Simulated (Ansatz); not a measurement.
`BCB(C)Cl` + `CN[SiH2]Cl` → `CNB(C)Cl` + `BC[SiH2]Cl`  (redistribution)

Isolated molecules relaxed with PBE0-D4/def2-TZVP in Ansatz; ΔE leaves out vibrations. CBS: MP2 limit from def2 TZ/QZ plus the TZ coupled-cluster correction, frozen cores. Functionals use def2-TZVPP. B3LYP here is the variant with VWN-RPA as its local correlation; programs differ in this. One conformer a species, not always the lowest.

`BCB(C)Cl`:

```xyz
12

B     0.483   -1.184    1.303
C    -0.783   -0.614    0.609
B    -0.311   -0.004   -0.752
C     0.364    1.392   -0.893
Cl   -0.560   -0.958   -2.220
H     0.660   -2.363    1.400
H     1.323   -0.440    1.721
H    -1.121    0.247    1.202
H    -1.574   -1.352    0.477
H     0.716    1.797    0.058
H     1.185    1.388   -1.613
H    -0.383    2.090   -1.292
```

`CN[SiH2]Cl`:

Cartesian coordinates in Å:
```
C -0.996 -0.786 0.619
N -0.058 0.319 0.598
Si 1.085 0.564 -0.632
Cl 0.285 1.106 -2.468
H -1.934 -0.564 0.096
H -1.234 -1.074 1.647
H -0.545 -1.654 0.134
H -0.374 1.128 1.110
H 1.975 1.671 -0.219
H 1.795 -0.709 -0.885
```

`CNB(C)Cl`:

Cartesian coordinates in Å:
```
C -0.547 -1.707 -0.835
N -0.311 -0.312 -0.550
B 0.307 0.272 0.549
C 0.482 1.820 0.699
Cl 0.932 -0.783 1.850
H -1.616 -1.916 -0.939
H -0.047 -2.014 -1.759
H -0.158 -2.313 -0.019
H -0.649 0.317 -1.261
H 0.067 2.384 -0.141
H 1.541 2.079 0.792
H 0.001 2.173 1.616
```

`BC[SiH2]Cl`:

Z-matrix (Å, degrees):
```
C
Si 1 1.876
B 1 1.538 2 109.7
H 1 1.095 2 103.9 3 -122.3
H 1 1.095 2 103.9 3 122.3
Cl 2 2.058 1 108.7 3 -179.9
H 2 1.481 1 111.5 3 -61.8
H 2 1.481 1 111.6 3 61.9
H 3 1.197 1 120.6 2 88.3
H 3 1.197 1 120.7 2 -88.4
```

```csv
level,ΔE (kcal/mol),difference from CCSD(T)/CBS
PBE-D4,-17.3,-0.6
r2SCAN-D4,-16.8,-0.1
PBE0-D4,-17.3,-0.6
B3LYP-D4,-16.7,0.0
ωB97X-V,-16.4,0.3
ωB97M-V,-16.7,0.0
B2PLYP,-16.9,-0.2
PBE,-17.5,-0.8
r2SCAN,-16.9,-0.2
PBE0,-17.5,-0.8
B3LYP,-17.0,-0.3
HF/def2-TZVPP,-15.5,1.2
MP2/def2-TZVPP,-16.9,-0.2
SCS-MP2/def2-TZVPP,-16.6,0.1
CCSD/def2-TZVPP,-16.8,-0.1
CCSD(T)/def2-TZVPP,-17.0,-0.3
HF/def2-QZVPP,-15.3,1.4
MP2/def2-QZVPP,-16.7,0.0
SCS-MP2/def2-QZVPP,-16.4,0.3
HF/CBS(def2),-15.3,1.4
MP2/CBS(def2),-16.6,0.1
CCSD/CBS(def2),-16.5,0.2
CCSD(T)/CBS,-16.7,0
```

Largest T1 diagnostic among the species: 0.011.

In def2-TZVPP, CCSD(T) changes the Hartree–Fock value by −1.5 kcal/mol (the triples alone add −0.2 kcal/mol) and MP2 by −1.4 kcal/mol.
